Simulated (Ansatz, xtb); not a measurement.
**FHNSi2+: where a starting geometry ends**

The starting geometry of this gas-phase singlet has its atoms placed at random.

```xyz
5

F    -0.8269    1.1401   -1.1955
N    -1.3023   -0.9214    0.1968
Si    1.1639   -0.4963   -1.2966
Si   -0.8166   -0.2408   -1.8078
H     0.5976   -0.9243    0.2520
```

Problem. One run relaxed it with r2SCAN-D4/def2-SVP. What is a likely outcome?

Solution. It ends as a structure given below by its coordinates. Distances that change by over a tenth: Si3–Si4 (2.06 → 2.40 Å). Contacts that open: Si3–H5 (1.70 → 2.57 Å). Contacts that close: N2–Si3 (2.91 → 1.77 Å), N2–Si4 (2.17 → 1.72 Å), N2–H5 (1.90 → 1.03 Å).

The energy falls by 9.95 eV over 19 steps:

```tsv
step	E − E(last) (eV)
1	9.951
3	5.803
5	3.413
7	2.347
9	0.772
11	0.080
13	0.013
15	0.001
17	0.000
19	0.000
```

Final geometry (Å):

```tsv
atom	x (Å)	y (Å)	z (Å)
F	-1.7987	1.1508	-1.3185
N	-0.0412	-0.7700	-0.3325
Si	1.4804	-1.0299	-1.1979
Si	-0.3989	0.4217	-1.5147
H	-0.4259	-1.2153	0.5125
```

From the same start GFN2-xTB reaches the same bonding as this run.

From so rough a start the end depends on the optimiser's path, so another program may land elsewhere. The end wasn't checked by frequencies. Run with Ansatz 0.2.0, 61 s on 1 thread of AMD EPYC 7R43 64-Core Processor (Zen 3), with other jobs on the host.
